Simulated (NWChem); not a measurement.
System: HSeSBr; SMILES S[Se]Br

NWChem input:

```
start job
memory heap 200 mb stack 900 mb global 1100 mb
geometry units angstroms noautoz
  Se     0.727604    -0.600192     0.006332
  Br    -0.218776     1.552782     0.011365
  S     -0.975213    -1.944637     0.056860
  H     -1.206796    -2.020903    -1.277544
end
basis spherical
  * library def2-svp
end
dft
  xc bhlyp
  iterations 150
  mulliken
end
task dft energy
```

NWChem printed, in part:

```
             Northwest Computational Chemistry Package (NWChem) 7.3.0
             --------------------------------------------------------

 C1  symmetry detected

                             Geometry "geometry" -> ""
                             -------------------------

 Output coordinates in angstroms (scale by  1.889725989 to convert to a.u.)

  No.       Tag          Charge          X              Y              Z
 ---- ---------------- ---------- -------------- -------------- --------------
    1 Se                  34.0000     0.72668103    -0.60689152     0.00482648
    2 Br                  35.0000    -0.22761933     1.54258724     0.00789349
    3 S                   16.0000    -0.97126398    -1.95758408     0.05261285
    4 H                    1.0000    -1.20025471    -2.03489648    -1.28217824

 Effective nuclear repulsion energy (a.u.)     500.7900442721

                                 NWChem DFT Module
                                 -----------------

 Summary of "ao basis" -> "ao basis" (spherical)
 ------------------------------------------------------------------------------
       Tag                 Description            Shells   Functions and Types
 ---------------- ------------------------------  ------  ---------------------
 Se                         def2-svp                12       32   5s4p3d
 Br                         def2-svp                12       32   5s4p3d
 S                          def2-svp                 8       18   4s3p1d
 H                          def2-svp                 3        5   2s1p

            General Information
            -------------------
          SCF calculation type: DFT
          Wavefunction type:  closed shell.
          No. of atoms     :     4
          No. of electrons :    86
           Alpha electrons :    43
            Beta electrons :    43
          Charge           :     0
          Spin multiplicity:     1
          Use of symmetry is: off; symmetry adaption is: off
          Maximum number of iterations: 150
          AO basis - number of functions:    87
                     number of shells:    35
          Convergence on energy requested:  1.00D-06
          Convergence on density requested:  1.00D-05
          Convergence on gradient requested:  5.00D-04

              XC Information
              --------------
                        BHLYP Method XC Functional
                     Hartree-Fock (Exact) Exchange  0.500
                        Slater Exchange Functional  0.500 local
                    Becke 1988 Exchange Functional  0.500 non-local
              Lee-Yang-Parr Correlation Functional  1.000

             Grid Information
             ----------------
          Grid used for XC integration:  medium
          Radial quadrature: Mura-Knowles
          Angular quadrature: Lebedev.
          Tag              B.-S. Rad. Rad. Pts. Rad. Cut. Ang. Pts.
          ---              ---------- --------- --------- ---------
          Se                  1.15      112           8.0       590
          Br                  1.15      112          11.0       590
          S                   1.00       88          10.0       590
          H                   0.35       45          10.0       434
          Grid pruning is: on
          Number of quadrature shells:   357
          Spatial weights used:  Erf1

      Superposition of Atomic Density Guess
      -------------------------------------

 Sum of atomic energies:       -5369.44419122

      Non-variational initial energy
      ------------------------------

 Total energy =   -5369.870728
 1-e energy   =   -8475.529743
 2-e energy   =    2604.868970
 HOMO         =      -0.232338
 LUMO         =      -0.060299

     ---------------------------------------------
      Total Density - Mulliken Population Analysis
     ---------------------------------------------

    Atom       Charge   Shell Charges
 -----------   ------   -------------------------------------------------------
    1 Se  34    33.73   2.00  2.00  2.00  1.35  0.54  6.00  5.98  1.62  2.16  8.20  1.75  0.13
    2 Br  35    35.31   2.00  2.00  2.00  1.38  0.58  6.00  5.99  2.32  3.03  8.23  1.73  0.07
    3 S   16    16.14   2.00  1.99  1.20  0.64  5.94  1.69  2.64  0.04
    4 H    1     0.82   0.59  0.20  0.03

   convergence    iter        energy       DeltaE   RMS-Dens  Diis-err
 ---------------- ----- ----------------- --------- --------- ---------
 d= 0,ls=0.0,diis     1  -5373.7123696142 -5.87D+03  9.39D-03  2.95D-01
 d= 0,ls=0.0,diis     2  -5373.7341509994 -2.18D-02  4.71D-03  1.40D-01
 d= 0,ls=0.0,diis     3  -5373.7530175487 -1.89D-02  1.14D-03  1.36D-02
 d= 0,ls=0.0,diis     4  -5373.7544580599 -1.44D-03  2.09D-04  5.38D-04
 d= 0,ls=0.0,diis     5  -5373.7545163159 -5.83D-05  7.91D-05  1.73D-05
  Resetting Diis
 d= 0,ls=0.0,diis     6  -5373.7545201409 -3.82D-06  3.07D-05  2.79D-06
 d= 0,ls=0.0,diis     7  -5373.7545207797 -6.39D-07  1.39D-05  4.10D-07
 d= 0,ls=0.0,diis     8  -5373.7545208335 -5.39D-08  6.47D-06  3.07D-07

         Total DFT energy =    -5373.754520833529
      One electron energy =    -8475.044255696781
           Coulomb energy =     2805.100339403853
    Exchange-Corr. energy =     -204.600648812711
 Nuclear repulsion energy =      500.790044272109

 Numeric. integr. density =       85.999996197191

                       DFT Final Molecular Orbital Analysis
                       ------------------------------------

 Vector   41  Occ=2.000000D+00  E=-3.480019D-01
              MO Center= -2.1D-01,  8.2D-01,  1.6D-02, r^2= 3.4D+00
   Bfn.  Coefficient  Atom+Function         Bfn.  Coefficient  Atom+Function
  ----- ------------  ---------------      ----- ------------  ---------------
    47      0.535828  2 Br px                44      0.466605  2 Br px
    41     -0.308636  2 Br px                75      0.236340  3 S  px
    72      0.172399  3 S  px                12     -0.166368  1 Se px
     4     -0.151716  1 Se s                  5     -0.129299  1 Se s
    15     -0.126981  1 Se px                 9      0.101165  1 Se px

 Vector   42  Occ=2.000000D+00  E=-3.322909D-01
              MO Center= -7.0D-01, -1.1D+00,  2.4D-02, r^2= 3.9D+00
   Bfn.  Coefficient  Atom+Function         Bfn.  Coefficient  Atom+Function
  ----- ------------  ---------------      ----- ------------  ---------------
    76      0.446284  3 S  py                75     -0.369262  3 S  px
    73      0.315856  3 S  py                48      0.287702  2 Br py
    72     -0.259737  3 S  px                45      0.257821  2 Br py
    70      0.177222  3 S  py                42     -0.169308  2 Br py
    69     -0.145888  3 S  px                 4      0.102725  1 Se s

 Vector   43  Occ=2.000000D+00  E=-2.923014D-01
              MO Center=  3.1D-01, -5.7D-02, -1.6D-02, r^2= 3.3D+00
   Bfn.  Coefficient  Atom+Function         Bfn.  Coefficient  Atom+Function
  ----- ------------  ---------------      ----- ------------  ---------------
    17      0.532129  1 Se pz                14      0.452756  1 Se pz
    49     -0.384989  2 Br pz                46     -0.316247  2 Br pz
    11     -0.278730  1 Se pz                43      0.207000  2 Br pz
    83      0.122712  4 H  s                 68     -0.118419  3 S  s
    84      0.099232  4 H  s                  8      0.090083  1 Se pz

 Vector   44  Occ=0.000000D+00  E=-5.693016D-02
              MO Center=  2.0D-01,  7.0D-02,  7.8D-03, r^2= 3.9D+00
   Bfn.  Coefficient  Atom+Function         Bfn.  Coefficient  Atom+Function
  ----- ------------  ---------------      ----- ------------  ---------------
    48      0.609396  2 Br py                16      0.542841  1 Se py
    15     -0.489125  1 Se px                 4      0.313309  1 Se s
    45      0.309778  2 Br py                13      0.303079  1 Se py
    76     -0.302210  3 S  py                12     -0.257750  1 Se px
    37     -0.245765  2 Br s                  5      0.233446  1 Se s

 Vector   45  Occ=0.000000D+00  E=-7.528933D-03
              MO Center=  7.8D-02, -1.0D+00, -1.5D-02, r^2= 3.7D+00
   Bfn.  Coefficient  Atom+Function         Bfn.  Coefficient  Atom+Function
  ----- ------------  ---------------      ----- ------------  ---------------
    16      0.645149  1 Se py                75      0.622171  3 S  px
    15      0.593793  1 Se px                68      0.489269  3 S  s
    76      0.452003  3 S  py                13      0.289343  1 Se py
     5     -0.258900  1 Se s                 12      0.256200  1 Se px
    72      0.235997  3 S  px                 4     -0.229630  1 Se s

 Vector   46  Occ=0.000000D+00  E= 5.915221D-02
              MO Center= -1.1D+00, -2.0D+00, -9.8D-01, r^2= 2.8D+00
   Bfn.  Coefficient  Atom+Function         Bfn.  Coefficient  Atom+Function
  ----- ------------  ---------------      ----- ------------  ---------------
    84      1.376878  4 H  s                 77      0.924931  3 S  pz
    68     -0.795628  3 S  s                 83      0.269951  4 H  s
    74      0.242043  3 S  pz                75      0.199050  3 S  px
     4     -0.186134  1 Se s                 67     -0.184990  3 S  s
     5      0.161128  1 Se s                 71      0.148015  3 S  pz

     ---------------------------------------------
      Total Density - Mulliken Population Analysis
     ---------------------------------------------

    Atom       Charge   Shell Charges
 -----------   ------   -------------------------------------------------------
    1 Se  34    33.88   2.00  2.00  1.99  1.47  0.44  6.00  5.98  1.85  2.02  8.18  1.76  0.19
    2 Br  35    35.16   2.00  2.00  1.99  1.44  0.54  6.00  5.98  2.32  2.86  8.21  1.74  0.09
    3 S   16    16.06   2.00  1.99  1.26  0.61  5.93  1.77  2.42  0.07
    4 H    1     0.91   0.71  0.16  0.03

     -------------------------------------------
      Total Density - Lowdin Population Analysis
     -------------------------------------------

    Atom       Charge   Shell Charges
 -----------   ------   -------------------------------------------------------
    1 Se  34    33.96   2.00  2.00  1.96  1.16  0.70  5.99  5.80  1.95  2.20  7.85  2.03  0.32
    2 Br  35    35.11   2.00  2.00  1.96  1.16  0.79  5.99  5.81  2.44  2.92  7.85  2.03  0.17
    3 S   16    15.91   2.00  1.95  1.01  0.70  5.81  1.85  2.50  0.09
    4 H    1     1.02   0.63  0.31  0.08

     Multipole analysis of the density
     ---------------------------------

     L   x y z        total         alpha         beta         nuclear
     -   - - -        -----         -----         ----         -------
     0   0 0 0     -0.000000    -43.000000    -43.000000     86.000000

     1   1 0 0      0.008644      0.004322      0.004322     -0.000000
     1   0 1 0     -0.534963     -0.267482     -0.267482      0.000000
     1   0 0 1     -0.403041     -0.201520     -0.201520      0.000000

     2   2 0 0    -35.882514    -82.759397    -82.759397    129.636281
     2   1 1 0      0.548066     -9.688937     -9.688937     19.925940
     2   1 0 1      1.172180     -0.802498     -0.802498      2.777177
     2   0 2 0    -35.662963   -305.771570   -305.771570    575.880177
     2   0 1 1      1.708311     -1.445212     -1.445212      4.598735
     2   0 0 2    -36.925593    -21.482566    -21.482566      6.039540
```

Level: BHandHLYP/def2-SVP. Coordinates come from a PBE0/def2-SVP optimisation.
